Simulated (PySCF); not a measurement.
**Polarisability and C₆ of Ge (germanium, neutral)**

[Ar] 3d10 4s2 4p2, high-spin 3P determinant. All numbers are calculated (PySCF 2.14, a scalar-relativistic core potential, in aug-cc-pVQZ-PP with ECP10MDF (7s6p5d3f2g, 89 functions)). Coupled (time-dependent) response in atomic units; α is the mean over directions.

```
method  mean α (bohr³)         α xx, yy, zz  C₆ (like pair)  S(−4)
 HSE06           43.89  33.97, 48.85, 48.85           381.4  864.0
M06-2X           42.44  33.57, 46.88, 46.88           361.3  776.6
```

S(−4) is the Cauchy moment in α(ω) = α(0) + S(−4) ω² + …

Reference α: 40 ± 1 bohr³ (recommended; Schwerdtfeger and Nagle, table of static dipole polarizabilities (2023 update)). Published C₆: 354.0 (Chu and Dalgarno (2004); Tang, Norbeck and Certain (1976)).

Spin-orbit coupling is absent.

α(iu) at HSE06:

```
u (hartree)  α(iu) (bohr³)
          0          43.89
     0.0500          41.88
      0.100          37.13
      0.200          26.80
      0.300          19.21
      0.500          10.74
      0.750          6.104
       1.00          3.955
       1.50          2.108
       2.00          1.345
       3.00         0.7098
       5.00         0.3054
```

A single London oscillator, α(iu) = α/(1 + u²/ω²), gives C₆ = (3/4) ω α². Matching the computed C₆ needs ω = 4 × 381.4 / (3 × 43.89²) = 0.264 hartree.

The components differ because the open shell of this determinant is not spherical; for a pure term their mean is the scalar polarisability.

Energies and moments cover only the electrons outside the core potential.
